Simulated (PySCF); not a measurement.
Compound: C₆H₆NO₂P.
Atom-mapped SMILES: `[CH3:1][O:2][c:3]1[n:4][cH:5][p:6][cH:7][c:8]1[CH:9]=[O:10]` (hydrogens: H11, H12, H13 on C1; H14 on C5; H15 on C7; H16 on C9)

Computed with PySCF at PBE0/pcSseg-1 and B3LYP/def2-SVPD, non-relativistic, on one gas-phase PBE0-D3(BJ)/def2-SVP geometry that isn't relaxed in the solvent. The solvent is an IEF-PCM continuum (Bondi radii, 1.10 Å for H, scaled by 1.2). Specific hydrogen bonds and non-electrostatic terms are outside this model.

Gas phase at PBE0/pcSseg-1: HOMO -7.16 eV, LUMO -2.45 eV, dipole 3.52 D.

**Question.** What does the continuum do to the energy, the frontier levels and the dipole at PBE0/pcSseg-1 in chloroform and acetonitrile?

**Answer.** 
```
     solvent      ε  E(solvent) − E(gas) (kcal/mol)  polarisation term (kcal/mol)  distortion of the solute (kcal/mol)  HOMO (eV)  LUMO (eV)  dipole (D)
  chloroform  4.711                           -4.26                         -4.66                                 0.40      -7.07      -2.41        4.18
acetonitrile  35.69                           -5.82                         -6.56                                 0.74      -7.05      -2.41        4.41
```

The polarisation term is half the interaction of the solute with the surface charges that it induces; the rest is the cost of distorting the solute's density. The sum is the electrostatic part of solvation alone. From chloroform to acetonitrile the lowering changes by a factor 1.37, Onsager's factor (ε − 1)/(2ε + 1) by 1.35 and ε itself by 7.6.

**Question.** Which radius a makes the point-dipole formula ΔE = −[(ε − 1)/(2ε + 1)]·μ²/a³ give the value in acetonitrile, with the gas-phase dipole?

**Answer.** μ = 1.386 au and |ΔE| = 0.00927 Eh give a = 2.45 Å; the farthest nucleus lies 3.44 Å from the centroid of the nuclei, so such a sphere wouldn't even hold the nuclei. The formula assumes a rigid point dipole at the centre of a sphere.

**Question.** Which Hirshfeld charges (PBE0/pcSseg-1) respond most in acetonitrile (means over atoms taken as equivalent)?

**Answer.** 
```json
{"atoms": "O10", "environment": "aldehyde oxygen", "gas (e)": "-0.218", "solvent (e)": "-0.254", "change": "-0.036"}
{"atoms": "P6", "environment": "phosphorus bonded to 2 C", "gas (e)": "+0.075", "solvent (e)": "+0.062", "change": "-0.013"}
{"atoms": "H14", "environment": "aromatic hydrogen", "gas (e)": "+0.049", "solvent (e)": "+0.058", "change": "+0.009"}
{"atoms": "H16", "environment": "formyl hydrogen", "gas (e)": "+0.041", "solvent (e)": "+0.051", "change": "+0.010"}
{"atoms": "C9", "environment": "aldehyde carbon", "gas (e)": "+0.117", "solvent (e)": "+0.125", "change": "+0.008"}
{"atoms": "N4", "environment": "pyridine-type nitrogen", "gas (e)": "-0.155", "solvent (e)": "-0.162", "change": "-0.007"}
```

Gas phase at B3LYP/def2-SVPD: HOMO -6.96 eV, LUMO -2.70 eV, dipole 3.46 D.

**Question.** What does the continuum do to the energy, the frontier levels and the dipole at B3LYP/def2-SVPD in acetonitrile?

**Answer.** 
| solvent | ε | E(solvent) − E(gas) (kcal/mol) | polarisation term (kcal/mol) | distortion of the solute (kcal/mol) | HOMO (eV) | LUMO (eV) | dipole (D) |
| --- | --- | --- | --- | --- | --- | --- | --- |
| acetonitrile | 35.69 | -5.77 | -6.67 | 0.90 | -6.81 | -2.64 | 4.45 |

**Question.** How does the static polarisability (B3LYP/def2-SVPD, frozen core, with the continuum's full static response) change?

**Answer.** 
| medium | isotropic (au) | principal values (au) | ⟨r²⟩ of the electrons (bohr²) |
| --- | --- | --- | --- |
| gas | 114.3 | 65.6, 132.0, 145.3 | 1694.1 |
| acetonitrile | 166.6 | 93.2, 193.1, 213.6 | 1694.9 |

The isotropic value in acetonitrile is 1.46 times the gas-phase one; no cavity-field correction is applied. ⟨r²⟩ is taken about the centre of nuclear charge.

Shape of the structure used: `[CH3:1][O:2][c:3]1[n:4][cH:5][p:6][cH:7][c:8]1[CH:9]=[O:10]`: C1–O2–C3–N4 0°, C7–C8–C9–O10 0°.
